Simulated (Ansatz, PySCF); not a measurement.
1-fluoro-1-methylcyclobutane (C5H9F), SMILES C1C(F)(C)CC1. Atoms are numbered in the order given.

```xyz
15

C      1.1782     1.2566     0.0000
C     -0.0837     0.4284     0.0000
F     -1.1612     1.2886     0.0000
C     -0.1457    -0.6664    -1.0764
C      0.2831    -1.6828     0.0000
C     -0.1457    -0.6664     1.0764
H      1.2096     1.8978    -0.8936
H      1.2096     1.8978     0.8936
H      2.0712     0.6146     0.0000
H     -1.1917    -0.8147    -1.3821
H      0.4799    -0.5426    -1.9733
H      1.3697    -1.8561     0.0000
H     -0.2207    -2.6594     0.0000
H      0.4799    -0.5426     1.9733
H     -1.1917    -0.8147     1.3821
```

Geometry optimised at PBE0-D3(BJ)/def2-SVP.

Two levels are set side by side: PBE-D3(BJ)/def2-SVP (Ansatz, a program for electronic structure) and PBE0-D3(BJ)/def2-SVP (Ansatz). Each level has its own optimised geometry; the coordinates shown are those of the second. Frequencies come from the Hessian of PySCF at each geometry. Differences are taken from unrounded values.

```tsv
quantity	PBE0-D3(BJ)
mean bond length (Å)	1.263
bond C1–C2 (Å)	1.509
bond C2–F3 (Å)	1.379
bond C2–C4 (Å)	1.537
bond C2–C6 (Å)	1.537
bond C4–C5 (Å)	1.541
bond C5–C6 (Å)	1.541
bond C1–H7 (Å)	1.100
bond C1–H8 (Å)	1.100
bond C1–H9 (Å)	1.100
bond C4–H10 (Å)	1.100
bond C4–H11 (Å)	1.101
bond C5–H12 (Å)	1.100
bond C5–H13 (Å)	1.099
bond C6–H14 (Å)	1.101
bond C6–H15 (Å)	1.100
highest harmonic wavenumber (cm⁻¹)	3168
mean harmonic wavenumber (cm⁻¹)	1477
zero-point energy (kcal/mol)	82.34
```

Q: What does PBE-D3(BJ) give, and how far is it from PBE0-D3(BJ)? (An estimate is asked for; the answer gives what the named calculation found.)

A: 
```csv
quantity,PBE-D3(BJ),PBE-D3(BJ) minus PBE0-D3(BJ)
mean bond length (Å),1.272,0.010
bond C1–C2 (Å),1.518,0.009
bond C2–F3 (Å),1.396,0.017
bond C2–C4 (Å),1.549,0.012
bond C2–C6 (Å),1.549,0.012
bond C4–C5 (Å),1.552,0.010
bond C5–C6 (Å),1.552,0.010
bond C1–H7 (Å),1.108,0.008
bond C1–H8 (Å),1.108,0.008
bond C1–H9 (Å),1.108,0.008
bond C4–H10 (Å),1.108,0.008
bond C4–H11 (Å),1.109,0.008
bond C5–H12 (Å),1.108,0.008
bond C5–H13 (Å),1.107,0.008
bond C6–H14 (Å),1.109,0.008
bond C6–H15 (Å),1.108,0.008
highest harmonic wavenumber (cm⁻¹),3076,-91
mean harmonic wavenumber (cm⁻¹),1428,-49
zero-point energy (kcal/mol),79.60,-2.75
```

Exact exchange shortens and stiffens bonds; PBE has none. Differences between two approximate levels are no errors against the true value.
